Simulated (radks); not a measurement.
Values are calculated unless marked as measured or tabulated.
Q: These are the eigenvalues of the occupied orbitals of an atom or ion with whole-number occupations (hartree). Code: a radial shooting solver on a logarithmic mesh with Libxc functionals. Model: non-relativistic Kohn-Sham, PBE, spin-polarised, spherical densities, point nucleus.

1s down: -1856.178
1s up: -1856.178
2s up: -307.0008
2s down: -306.9973
2p up: -293.0798
2p down: -293.0780
3s up: -76.97113
3s down: -76.85875
3p up: -70.72592
3p down: -70.62390
3d up: -59.08229
3d down: -59.00917
4s up: -23.62439
4s down: -23.44653
4p up: -21.11327
4p down: -20.93665
4d up: -16.60076
4d down: -16.42539
4f up: -10.90856
5s up: -10.15617
5s down: -10.07727

Which element is it, and in what charge state? The configuration may be excited. Open shells, if any, are filled with parallel spins first.

A: Z = 66, dysprosium, charge +14: Dy14+ in [Kr] 4d10 4f4 5s2. The list shows which subshells hold electrons but not how many an open one holds; the 1s level, -1856.2 hartree, gives Z - s = 60.9 by -(Z - s)^2/2, which with screening narrows Z to a few neighbours, and the depths of the outer levels then fix element, charge and occupations together.
